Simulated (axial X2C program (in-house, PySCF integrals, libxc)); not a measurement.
**Low determinants of PdB at the PBE0 level, with spin–orbit coupling**

Computed with an in-house relativistic program for diatomic molecules. Two-component (2c) means X2C with spin–orbit coupling and atomic mean-field two-electron Coulomb and Gaunt terms. Basis: Pd dyall-cv3z [12s12p8d5f3g], B dyall-v3z [7s6p2d1f] (cores contracted in-house); Gaussian nuclei, density fitting, unrestricted open shells. Masses: Pd 105.903 u, B 11.009 u.

Search at 1.778 Å (vertical energies from the lowest determinant):

```tsv
ΔE (eV)	state	electrons beyond evenly filled partner blocks	electrons in ±ω = 1/2, 3/2, 5/2, 7/2
0.00	Ω = 1/2	ω = 1/2	33 14 4 0
1.31	Ω = 3/2	ω = 3/2	32 15 4 0
2.84	Ω = 5/2	ω = 5/2	34 14 3 0
2.96	Ω = 5/2	2 × ω = 1/2, ω = 3/2	32 15 4 0
3.17	Ω = 3/2	ω = 3/2	34 13 4 0
3.34	Ω = 9/2	ω = 1/2, ω = 3/2, ω = 5/2	33 15 3 0
3.55	Ω = 1/2	ω = -1/2, ω = -3/2, ω = 5/2	33 15 3 0
```

Lowest determinant, Ω = 1/2 (⟨Sz⟩ = 0.50, ⟨Lz⟩ = 0.00 at PBE0): Re = 1.773 Å, ωe = 762.2 cm⁻¹.

The determinant in row 2 of the search, Ω = 3/2 (⟨Sz⟩ = 0.50, ⟨Lz⟩ = 1.00 at PBE0), was followed along the bond at PBE0; measured from the minimum of the lowest determinant it gives:

Te = 1.302 eV (10500 cm⁻¹), Re = 1.803 Å, ωe = 697.7 cm⁻¹.

Problem. Compare the bond of the determinant in row 2 with that of the lowest one.

Solution. At PBE0 its Re is 0.030 Å longer and its force constant, which goes as ωe², is 0.84 times that of the lowest determinant. T0 ≈ Te + Δωe/2 = 10500 + (-32) = 10468 cm⁻¹.

The search compares states at one distance, so a state with another bond length can lie lower; it is not exhaustive and yields mostly the lowest determinant of each block pattern, so other components and higher states of one pattern are missing. These are energies of single determinants, not of spin-adapted states; PBE0 term energies can be off by some tenths of an eV, and the functional has no current term.
